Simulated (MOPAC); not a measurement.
A run for MOPAC: PM7 on AsFH4 (a complex).

```
PM7 1SCF PRECISE CHARGE=0 THREADS=1
AsFH4

F      0.83298341 1    -0.55984759 1    -0.25489031 1
H      0.55077934 1    -0.32185962 1     0.60610121 1
As    -0.16615097 1     0.28404701 1     2.80959058 1
H      0.62439474 1    -0.09216898 1     4.04940483 1
H     -1.49522954 1    -0.17146123 1     3.38382181 1
H     -0.35317878 1     1.72967847 1     3.23249768 1
```

Program output:

```
*******************************************************************************
 **                                                                           **
 **                              MOPAC v23.2.5                                **
 **                                                                           **
 *******************************************************************************
 ** MOPAC's Digital Object Identifier: https://doi.org/10.5281/zenodo.6511958 **
 **                                                                           **
 ** Please cite the open-source release paper for use of this MOPAC version:  **
 ** J. E. Moussa and J. J. P. Stewart (2026)                                  **
 ** MOPAC: An open-source semiempirical molecular orbital program             **
 ** J. Open Source Softw., 11(119), 8025, https://doi.org/10.21105/joss.08025 **
 *******************************************************************************

                              PM7 CALCULATION RESULTS

 *******************************************************************************
 *  PM7        - The PM7 Hamiltonian to be used
 *
 *
 *
 *                 CHARGE ON SYSTEM = 0
 *
 *
 *
 *  PRECISE    - TIGHTER CRITERIA TO BE USED
 *  1SCF       - DO 1 SCF AND THEN STOP
 *  THREADS=1  - MULTI-THREADING NOT USED
 *  T=         - A TIME OF 172800.0 SECONDS REQUESTED
 *  DUMP=N     - RESTART FILE WRITTEN EVERY 7200.0 SECONDS REQUESTED
 *******************************************************************************
PM7 1SCF PRECISE CHARGE=0 THREADS=1
 AsFH4

   ATOM   CHEMICAL          X               Y               Z
  NUMBER   SYMBOL      (ANGSTROMS)     (ANGSTROMS)     (ANGSTROMS)

     1       F          0.83298341  *  -0.55984759  *  -0.25489031  *
     2       H          0.55077934  *  -0.32185962  *   0.60610121  *
     3      As         -0.16615097  *   0.28404701  *   2.80959058  *
     4       H          0.62439474  *  -0.09216898  *   4.04940483  *
     5       H         -1.49522954  *  -0.17146123  *   3.38382181  *
     6       H         -0.35317878  *   1.72967847  *   3.23249768  *



          CARTESIAN COORDINATES

    NO.       ATOM           X           Y           Z

     1         F          0.8330     -0.5598     -0.2549
     2         H          0.5508     -0.3219      0.6061
     3        As         -0.1662      0.2840      2.8096
     4         H          0.6244     -0.0922      4.0494
     5         H         -1.4952     -0.1715      3.3838
     6         H         -0.3532      1.7297      3.2325

 General Reference for PM7:
 "Optimization of Parameters for Semiempirical Methods VI: More Modifications to the
 NDDO Approximations and Re-optimization of Parameters", J. J. P. Stewart, J. Mol. Mod., 1:32, 19 (2013)
 https://link.springer.com/article/10.1007/s00894-012-1667-x

           Empirical Formula: H4 F As  =     6 atoms



      MOLECULAR POINT GROUP   :   C3v


      RHF CALCULATION, NO. OF DOUBLY OCCUPIED LEVELS = 8


 -------------------------------------------------------------------------------
 PM7 1SCF PRECISE CHARGE=0 THREADS=1
 AsFH4



     1SCF WAS SPECIFIED, SO BFGS WAS NOT USED
     SCF FIELD WAS ACHIEVED


                              PM7 CALCULATION
                                                       MOPAC v23.2.5 Linux




          FINAL HEAT OF FORMATION =        -64.36915 KCAL/MOL =    -269.32052 KJ/MOL


          COSMO AREA              =         94.13 SQUARE ANGSTROMS
          COSMO VOLUME            =         72.49 CUBIC ANGSTROMS

          IONIZATION POTENTIAL    =         10.152570 EV
          HOMO LUMO ENERGIES (EV) =        -10.153 -1.887
          NO. OF FILLED LEVELS    =          8
          MOLECULAR WEIGHT        =         97.9516         POINT GROUP:  C3v

          MOLECULAR DIMENSIONS (Angstroms)

            Atom       Atom       Distance
            H     5    F     1     4.33724
            H     6    H     4     2.22309
            H     6    F     1     1.83853


          SCF CALCULATIONS        =          1





   ATOM   CHEMICAL          X               Y               Z
  NUMBER   SYMBOL      (ANGSTROMS)     (ANGSTROMS)     (ANGSTROMS)

     1       F          0.83298341  *  -0.55984759  *  -0.25489031  *
     2       H          0.55077934  *  -0.32185962  *   0.60610121  *
     3      As         -0.16615097  *   0.28404701  *   2.80959058  *
     4       H          0.62439474  *  -0.09216898  *   4.04940483  *
     5       H         -1.49522954  *  -0.17146123  *   3.38382181  *
     6       H         -0.35317878  *   1.72967847  *   3.23249768  *

                             CARTESIAN COORDINATES

   1    F        0.832983410    -0.559847590    -0.254890310
   2    H        0.550779340    -0.321859620     0.606101210
   3   As       -0.166150970     0.284047010     2.809590580
   4    H        0.624394740    -0.092168980     4.049404830
   5    H       -1.495229540    -0.171461230     3.383821810
   6    H       -0.353178780     1.729678470     3.232497680


           Empirical Formula: H4 F As  =     6 atoms



      MOLECULAR POINT GROUP   :   C3v


                  EIGENVALUES
 -39.34737 -19.01139 -16.84766 -14.95918 -14.95918 -13.99727 -13.99676 -10.15257
  -1.88656  -1.88651  -1.66143  -1.66141  -1.62124   3.39771   3.42553   3.42588
   5.45329


              NET ATOMIC CHARGES AND DIPOLE CONTRIBUTIONS

  ATOM NO.   TYPE          CHARGE      No. of ELECS.   s-Pop       p-Pop       d-Pop
    1          F          -0.347899        7.3479     1.96061     5.38729
    2          H           0.319348        0.6807     0.68065
    3         As          -0.205668        5.2057     1.63254     3.31701     0.25611
    4          H           0.078071        0.9219     0.92193
    5          H           0.078075        0.9219     0.92192
    6          H           0.078074        0.9219     0.92193
 DIPOLE           X         Y         Z       TOTAL
 POINT-CHG.    -0.842     0.711     2.580     2.805
 HYBRID        -0.164     0.138     0.503     0.547
 SUM           -1.006     0.849     3.083     3.352


          ATOMIC ORBITAL ELECTRON POPULATIONS

     Atom    s        px        py        pz      x^2-y^2     xz        z^2       yz        xy
    1  F   1.96061   1.94438   1.96044   1.48247
    2  H   0.68065
    3 As   1.63254   1.00626   0.99596   1.31479   0.08235   0.07455   0.04201   0.03186   0.02535
    4  H   0.92193
    5  H   0.92192
    6  H   0.92193

 **********************
 *                    *
 * JOB ENDED NORMALLY *
 *                    *
 **********************




 == MOPAC DONE ==
```

The run finished.

Cost: very roughly 0.020 core-seconds.
